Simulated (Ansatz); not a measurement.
Mg3N2⁺ (the lowest doublet isomer of a short search) was relaxed with PBE-D4 (def2-SVP) in Ansatz in these states: charge +1 doublet, charge +1 quartet. The geometries follow in no particular order.

A:

```xyz
5

Mg    0.644   -1.076   -0.428
Mg   -0.194    2.764    1.315
Mg    1.159   -4.019   -0.415
N    -0.544    0.653   -0.084
N    -1.064    1.678   -0.388
```

B:

```xyz
5

Mg    2.1409   -0.2440    0.8250
Mg   -1.7629    1.8776   -0.5564
Mg    0.2385   -2.2937   -0.0740
N     0.0837    0.7522    0.0877
N    -0.7002   -0.0921   -0.2822
```

Question: Judge from the bond lengths which geometry belongs to which state (an estimate).

Answer: A is the charge +1 quartet (Mg3–N5 6.115 Å, Mg2–N4 2.557 Å, Mg1–N4 2.125 Å); B is the charge +1 doublet (Mg3–N5 2.402 Å, Mg2–N4 2.256 Å, Mg1–N4 2.402 Å).

At PBE0-D4/def2-TZVP a doublet lies 0.26 eV below the charge +1 quartet. These are the stationary points nearest to one start from a short search; other shapes may lie lower in each state.
